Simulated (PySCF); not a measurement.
Cl₄Zr, charge -1, doublet, geometry from GFN2-xTB (such geometries of metal compounds can be far from the true shape) (the multiplicity is a formal guess) (core potentials on Zr) (a gas-phase anion, which may not be bound at this level); DF-B3LYP/def2-SVP (PySCF).

PySCF was given this input:
```python
from pyscf import gto, scf, dft

mol = gto.M(
    atom='''
Zr    0.00000000    0.00000000    0.00000000
Cl    1.86352882   -0.58540177   -1.27374508
Cl    0.66962024    0.48253642    2.18096969
Cl   -1.02067932    1.87758363   -0.93314247
Cl   -1.51246974   -1.77471829    0.02591786
''',
    basis='def2-svp',
    ecp={'Zr': 'def2-svp'},
    charge=-1,
    spin=1,
    verbose=4,
)

mf = dft.UKS(mol)
mf.xc = 'b3lyp'
mf.init_guess = 'vsap'
mf = mf.density_fit(auxbasis='def2-universal-jkfit')
mf.kernel()
mf.analyze()
```

**Question.** Write the output that PySCF gives for this input, abridged.

**Answer.** 
```
PySCF version 2.14.0

[INPUT] verbose = 4
[INPUT] num. atoms = 5
[INPUT] num. electrons = 81
[INPUT] charge = -1
[INPUT] spin (= nelec alpha-beta = 2S) = 1
[INPUT] symmetry False subgroup None
[INPUT] Mole.unit = angstrom
[INPUT] Symbol           X                Y                Z      unit          X                Y                Z       unit  Magmom
[INPUT]  1 Zr     0.000000000000   0.000000000000   0.000000000000 AA    0.000000000000   0.000000000000   0.000000000000 Bohr   0.0
[INPUT]  2 Cl     1.863528820000  -0.585401770000  -1.273745080000 AA    3.521559095034  -1.106249018136  -2.407029353712 Bohr   0.0
[INPUT]  3 Cl     0.669620240000   0.482536420000   2.180969690000 AA    1.265398861066   0.911861678928   4.121435400078 Bohr   0.0
[INPUT]  4 Cl    -1.020679320000   1.877583630000  -0.933142470000 AA   -1.928804375807   3.548118836667  -1.763383703500 Bohr   0.0
[INPUT]  5 Cl    -1.512469740000  -1.774718290000   0.025917860000 AA   -2.858153580292  -3.353731516356   0.048977657135 Bohr   0.0

nuclear repulsion = 426.136605820399
number of shells = 43
number of NR pGTOs = 201
number of NR cGTOs = 103
basis = def2-svp
ecp = {'Zr': 'def2-svp'}

******** <class 'pyscf.df.df_jk.DFUKS'> ********
method = DFUKS
initial guess = vsap
damping factor = 0
level_shift factor = 0
DIIS = <class 'pyscf.scf.diis.CDIIS'>
diis_start_cycle = 1
diis_space = 8
diis_damp = 0
SCF conv_tol = 1e-09
SCF conv_tol_grad = None
SCF max_cycles = 50
direct_scf = False
number electrons alpha = 41  beta = 40
XC library pyscf.dft.libxc version 7.1.2
    S. Lehtola, C. Steigemann, M. J. T. Oliveira, and M. A. L. Marques,  SoftwareX 7, 1–5 (2018)
XC functionals = b3lyp
    P. J. Stephens, F. J. Devlin, C. F. Chabalowski, and M. J. Frisch,  J. Phys. Chem. 98, 11623 (1994)
radial grids:
    Treutler-Ahlrichs [JCP 102, 346 (1995); DOI:10.1063/1.469408] (M4) radial grids

becke partition: Becke, JCP 88, 2547 (1988); DOI:10.1063/1.454033
pruning grids: <function nwchem_prune>
grids dens level: 3
symmetrized grids: False
atomic radii adjust function: <function treutler_atomic_radii_adjust>
small_rho_cutoff = 0
Set gradient conv threshold to 3.16228e-05
tot grids = 97912
Traceback (most recent call last):
  File "input.py", line 22, in <module>
  File "<string>", line 2, in kernel
  File "site-packages/pyscf/scf/hf.py", line 2099, in scf
  File "site-packages/pyscf/scf/hf.py", line 127, in kernel
  File "site-packages/pyscf/scf/uhf.py", line 931, in get_init_guess
  File "site-packages/pyscf/scf/hf.py", line 2036, in get_init_guess
  File "site-packages/pyscf/dft/rks.py", line 533, in init_guess_by_vsap
  File "site-packages/pyscf/dft/uks.py", line 162, in get_vsap
  File "site-packages/pyscf/dft/rks.py", line 195, in get_vsap
  File "site-packages/pyscf/dft/numint.py", line 1048, in nr_sap_vxc
AssertionError: ECP or PP not supported
```

The program refused the input.
